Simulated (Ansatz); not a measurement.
Isolated molecules relaxed with PBE0-D4/def2-TZVP in Ansatz; ΔE leaves out vibrations. CCSD(T)/CBS is the MP2 limit (def2-TZVPP, def2-QZVPP) plus CCSD(T) − MP2 in def2-TZVPP, frozen cores. This one scheme is used for every species. DFT in def2-TZVPP. B3LYP here is the variant with VWN-RPA as its local correlation; programs differ in this. Each species was taken in one conformer, which may not be the lowest.

Reaction (ligand exchange at the Si–N bond): `F[SiH2]N[SiH2][SiH3]` + `CN[SiH2]Cl` → `CN([SiH2]F)[SiH2]Cl` + `N[SiH2][SiH3]`

**Question.** Is it downhill or uphill in electronic energy at CCSD(T)/CBS, and by how much? (An estimate is asked.)

**Answer.** Ansatz gave: Uphill: ΔE = +7.9 kJ/mol.

**Question.** What do these levels give: PBE-D4, r2SCAN-D4, B3LYP-D4, ωB97M-V, B2PLYP, PBE0, SCS-MP2/def2-TZVPP, CCSD/def2-TZVPP, CCSD(T)/def2-TZVPP, HF/def2-QZVPP, MP2/def2-QZVPP, MP2/CBS(def2)? (An estimate is asked.)

**Answer.** Ansatz gave: PBE-D4 9.5, r2SCAN-D4 9.7, B3LYP-D4 9.8, ωB97M-V 8.1, B2PLYP 11.2, PBE0 12.0, SCS-MP2/def2-TZVPP 8.0, CCSD/def2-TZVPP 8.9, CCSD(T)/def2-TZVPP 7.6, HF/def2-QZVPP 16.4, MP2/def2-QZVPP 6.4, MP2/CBS(def2) 6.5 kJ/mol.

Largest T1 diagnostic among the species: 0.012.

In def2-TZVPP, CCSD(T) changes the Hartree–Fock value by −8.7 kJ/mol (the triples alone add −1.3 kJ/mol) and MP2 by −10.0 kJ/mol. The D4 term adds −4.6 kJ/mol with B3LYP and −2.4 kJ/mol with PBE0; it sums over pairs of atoms, weighted by their polarisabilities, and B3LYP, whose exchange is more repulsive, gets the larger term.
